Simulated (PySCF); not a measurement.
**Radial density of Sb(2+) (antimony, charge +2)**

UHF, [Kr] 4d10 5s2 5p1, 2P determinant. Computed with PySCF 2.14 in x2c-TZVPall (8s6p4d2f, 60 functions), with scalar relativity by spin-free X2C-1e.

```csv
r (bohr),4πr²ρ (e/bohr),4πr²(ρα − ρβ)
0.0260,62.89,0.0054
0.0437,57.69,0.0150
0.0736,80.86,0.0157
0.124,70.81,-0.0075
0.208,64.42,0.0239
0.350,51.63,0.0042
0.589,21.88,0.0705
0.991,19.29,-0.0217
1.67,4.267,0.3726
2.80,1.020,0.3895
4.71,0.05836,0.0406
7.93,0.0001335,0.0001
```

Densities and radii are taken from the X2C orbitals without a picture-change correction, which distorts them close to the nucleus.

**Question.** Where is the radial spin density 4πr²(ρα − ρβ) most negative, and why is it negative at all?

**Answer.** Around r = 0.991 bohr, down to -0.0217 e/bohr: exchange with the open shell polarises the paired shells in an unrestricted calculation.
